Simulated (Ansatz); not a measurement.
Cdn (charge +1): PBE/def2-TZVP single points in Ansatz on relaxed structures, gas phase. Each cluster is the lowest isomer that a short search found in that spin, judged at the geometry's level, and lower ones may exist. Core potentials for Cd, no spin–orbit coupling. HOMO and LUMO are taken over both spins. The spins of the ions were chosen, not always searched. A dash marks a value that wasn't run or was left out as unsound. The structures are stationary points that may keep the symmetry of their start.

Question: Estimate the order by LUMO (eV), lowest first.
A. Cd6⁺ (doublet; reduced ion singlet)
B. Cd3⁺ (doublet; reduced ion singlet)
C. Cd7⁺ (doublet)

Answer: B (-8.59), A (-7.32), C (-7.22).

In full:

```
species  atoms                         state          geometry  HOMO (eV)  LUMO (eV)  gap (eV)  vertical EA (eV)  lowest of the spins relaxed  point group (within 0.1 Å)
   Cd3⁺      3  doublet; reduced ion singlet  r2SCAN/def2-TZVP      -9.02      -8.59      0.43              6.40  doublet, of doublet/quartet                         D∞h
   Cd6⁺      6  doublet; reduced ion singlet      PBE/def2-SVP      -7.54      -7.32      0.23              5.58                            –                           –
   Cd7⁺      7                       doublet      PBE/def2-SVP      -7.44      -7.22      0.22                 –                            –                           –
```

The gap (eV) runs from 0.22 (Cd7⁺) to 0.43 (Cd3⁺).
